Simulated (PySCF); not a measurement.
# LaS: one state, many levels of theory

State: doublet, about 0.1 electrons in the 4f shell (Mulliken). Set-up: La def2-TZVPP with ECP46, S def2-TZVPP; scalar-relativistic core potentials (PySCF 2.14). De refers to La (5d1 6s2) + S in their high-spin ground configurations, without counterpoise correction. The functionals are run spin-unrestricted. A positive dipole means La(−)S(+).

```tsv
Level	Re (Å)	ωe (cm⁻¹)	De (eV)	μ (D)
UHF	2.409	469	n/a	-6.84
UHF-MP2	2.396	462	n/a	n/a
UHF-SCS-MP2	2.401	460	n/a	n/a
UHF-CCSD	2.400	463	5.26	n/a
UHF-CCSD(T)	2.413	447	5.56	n/a
PBE	2.408	443	5.98	-5.75
TPSS	2.416	441	5.77	-6.01
r²SCAN	2.404	452	5.69	-6.01
TPSSh	2.407	449	5.69	-6.15
PBE0	2.389	463	5.73	-6.14
MN15	2.388	463	5.49	-6.60
ωB97M-V	2.390	469	5.58	-6.47
B2PLYP	2.412	446	5.71	-6.71
```

The bond length runs from 2.388 Å (MN15) to 2.416 Å (TPSS). De spans 5.26 eV (UHF-CCSD, coupled cluster) to 5.98 eV (PBE, GGA).

Correlated steps freeze 5 core orbitals. These are scalar-relativistic numbers at best; spin–orbit coupling would shift them, the dissociation energy most. B2PLYP dipoles, levels and charges come from its SCF part alone. The state is the lowest single determinant that the PBE0 search found; with open d or f shells the true ground state can be another one.

The whole job (state search and all levels along the bond) took about 20 min on 2 threads of Arm Neoverse V1 (shared host), peak memory 4.8 GiB.
